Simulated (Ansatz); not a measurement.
C2H7Si2, SMILES `C=C[SiH2][SiH2]` radical. Charge 0, multiplicity 2. Geometry: relaxed with PBE0-D4/def2-TZVP. It is one conformer, not always the lowest.

```xyz
11

C     2.052   -0.703    0.325
C     1.079   -0.238   -0.453
Si   -0.728   -0.524   -0.113
Si   -1.762    1.498    0.417
H     3.101   -0.512    0.114
H     1.843   -1.298    1.209
H     1.354    0.354   -1.325
H    -1.386   -1.143   -1.301
H    -0.867   -1.456    1.040
H    -1.450    2.603   -0.533
H    -3.236    1.419    0.619
```

(1) What is the dipole moment at PBE/def2-TZVPP? (An estimate is asked.)

(2) And with r2SCAN, B3LYP, ωB97M-V? (An estimate is asked.)

(3) Give the Mulliken charges with PBE, r2SCAN, B3LYP in def2-TZVPP. (An estimate is asked.)

Results:

(1) Ansatz gave: 0.87 D, with components (0.85, -0.15, -0.09) D in this frame, pointing from negative to positive charge.

(2) Computed: r2SCAN 0.88 D, B3LYP 0.87 D, ωB97M-V 0.92 D.

(3) Computed: 
```json
{"atom": "C1", "PBE": "-0.18", "r2SCAN": "-0.13", "B3LYP": "-0.20"}
{"atom": "C2", "PBE": "-0.15", "r2SCAN": "-0.20", "B3LYP": "-0.20"}
{"atom": "Si3", "PBE": "0.20", "r2SCAN": "0.29", "B3LYP": "0.27"}
{"atom": "Si4", "PBE": "0.02", "r2SCAN": "0.06", "B3LYP": "0.05"}
{"atom": "H5", "PBE": "0.10", "r2SCAN": "0.08", "B3LYP": "0.11"}
{"atom": "H6", "PBE": "0.09", "r2SCAN": "0.08", "B3LYP": "0.10"}
{"atom": "H7", "PBE": "0.09", "r2SCAN": "0.08", "B3LYP": "0.09"}
{"atom": "H8", "PBE": "-0.05", "r2SCAN": "-0.07", "B3LYP": "-0.07"}
{"atom": "H9", "PBE": "-0.06", "r2SCAN": "-0.08", "B3LYP": "-0.07"}
{"atom": "H10", "PBE": "-0.03", "r2SCAN": "-0.05", "B3LYP": "-0.05"}
{"atom": "H11", "PBE": "-0.03", "r2SCAN": "-0.05", "B3LYP": "-0.05"}
```

B3LYP here is the variant with VWN-RPA as its local correlation; programs differ in this.
